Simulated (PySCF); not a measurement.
CH₄B₂O (calculated)

Calculation on a computer-drawn molecule: the log of a Hartree-Fock and frozen-core CCSD(T) single point meant for a local Hartree-Fock minimum, with one planted fault or none, to be diagnosed. Offsets are logged minus clean, where the clean run is the same molecule without the fault. The reference is restricted for singlets and unrestricted otherwise, and also for a bond in bohr or an excited solution. Adding or removing an electron swaps singlet and doublet. The excited solution moves the top pair (singlet) or top alpha electron (doublet) to the lowest empty orbital. Highest occupied and lowest empty are orbital energies over both spins, largest force is the largest gradient component, triples share is (T) over the correlation energy, the T1 limit is 0.02 restricted and 0.045 unrestricted, electrons count all cores, a negative frequency is imaginary (commonest isotopes), and the dipole is about the centre of nuclear charge. Program: PySCF 2.14.0.

```json
{"formula": "CH4B2O", "logged_structure": {"atoms_angstrom": [["B", -2.1186, 0.8286, -2.0087], ["B", -0.5337, 0.6053, -1.6998], ["C", 0.8122, 0.4608, -1.2911], ["O", 1.8558, 0.0159, -2.0214], ["H", -2.8486, 1.2492, -1.153], ["H", -2.5862, 0.5804, -3.0854], ["H", 1.0281, 0.7443, -0.2608], ["H", 2.6443, 0.0207, -1.5027]]}, "given": {"meant_charge": 0, "meant_multiplicity": 1, "meant_basis": "cc-pVDZ", "logged_electrons": 28, "logged_basis_functions": 76, "logged_SCF_converged": "yes", "logged_spin_squared": 0.0, "logged_highest_occupied [eV]": -3.789, "logged_lowest_empty [eV]": -2.8525, "logged_largest_force [hartree/bohr]": 0.2477, "logged_CC_converged": "no", "logged_dipole_magnitude [debye]": 9.2601, "logged_SCF_stable_within_its_kind": "no", "logged_energy_HF [hartree]": -163.99596, "possible_faults": "no fault, one electron removed, one electron added, multiplicity raised by two, geometry at a saddle point, SCF held on an excited solution, minimal basis STO-3G, one bond length entered in bohr, all coordinates scaled", "drawn_bonds_atom": [1, 2, 3, 1, 1, 3, 4], "drawn_bonds_other_atom": [2, 3, 4, 5, 6, 7, 8], "drawn_bonds_order": [1, 2, 1, 1, 1, 1, 1]}, "results": {"planted_fault": "SCF held on an excited solution", "HF_energy_offset_from_clean_run [kcal/mol]": 212.4}, "notes": ["CCSD not converged"]}
```
